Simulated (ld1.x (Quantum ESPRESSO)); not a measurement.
# lead (Pb), TM: configuration errors across variants

| Item | Value |
| --- | --- |
| Element | lead (Pb) |
| Generator | ld1.x (Quantum ESPRESSO) 7.5 |
| Type | norm-conserving Troullier–Martins (Kleinman–Bylander form) |
| Functional | PBE |
| Relativity | fully relativistic |
| Frozen core | [Xe] 4f14 |
| Valence charge | 14 |
| Reference configuration | 5d10 6s1.75 6p2.25 |
| Partial waves | 6s (bound): rc 1.90 bohr; 5d (bound): rc 1.10 bohr; 6p (bound): rc 1.95 bohr |
| Local potential | the p channel |
| Core correction | Bessel-smoothed model core inside 0.65 bohr |

Open shells are filled in proportion to 2j + 1 (rel_dist='average').

All-electron excitation energies from the reference (eV): (1) 5d10 6s2 6p2 -2.107; (2) 5d10 6s2 6p1 4.591; (3) 5d10 6s2 6p0 18.196; (4) 5d10 6s0 6p4 15.372; (5) 5d10 6s2 6p1.5 0.442; (6) 5d10 6s0 6p0 93.295; (7) 5d10 6s2 6p2.3 -2.939.

1 further variants failed, have other tests or too few solved ones, and are left out.

A true bound ghost makes a file unfit for plane-wave use even where its test errors are small: the radial tests pick states by their node count and pass the ghost by.

The file “base” misses its own reference levels by 1.2 eV. The file “wave 5d (bound): rc 1.10 bohr becomes 5d (bound): rc 0.88 bohr” misses its own reference levels by 1.2 eV. The file “wave 5d (bound): rc 1.10 bohr becomes 5d (bound): rc 1.06 bohr” misses its own reference levels by 1.2 eV. The file “wave 5d (bound): rc 1.10 bohr becomes 5d (bound): rc 1.22 bohr” misses its own reference levels by 1.2 eV. The file “wave 5d (bound): rc 1.10 bohr becomes 5d (bound): rc 1.36 bohr” misses its own reference levels by 1.2 eV. The file “wave 5d (bound): rc 1.10 bohr becomes 5d (bound): rc 1.62 bohr” misses its own reference levels by 1.2 eV.

Errors AE − PS in meV (a dash: test not solved or not reliable):

| change | (1) | (2) | (3) | (4) | (5) | (6) | (7) | bound ghosts |
| --- | --- | --- | --- | --- | --- | --- | --- | --- |
| base | +45 | +277 | +603 | -387 | +150 | +881 | -7.8 | s |
| wave 5d (bound): rc 1.10 bohr becomes 5d (bound): rc 0.88 bohr | +45 | +277 | +603 | -387 | +150 | +880 | -7.8 | s |
| wave 5d (bound): rc 1.10 bohr becomes 5d (bound): rc 1.06 bohr | +45 | +277 | +603 | -387 | +150 | +881 | -7.8 | s |
| wave 5d (bound): rc 1.10 bohr becomes 5d (bound): rc 1.22 bohr | +45 | +277 | +603 | -387 | +150 | +881 | -7.8 | s |
| wave 5d (bound): rc 1.10 bohr becomes 5d (bound): rc 1.36 bohr | +45 | +277 | +603 | -387 | +150 | +880 | -7.8 | s |
| wave 5d (bound): rc 1.10 bohr becomes 5d (bound): rc 1.62 bohr | +45 | +277 | +603 | -387 | +150 | +880 | -7.8 | s |

**Question.** Give the same row for: wave 5d (bound): rc 1.10 bohr becomes 5d (bound): rc 1.44 bohr.

**Answer.** +45, +277, +603, -387, +150, +880, -7.8; bound ghosts: s.
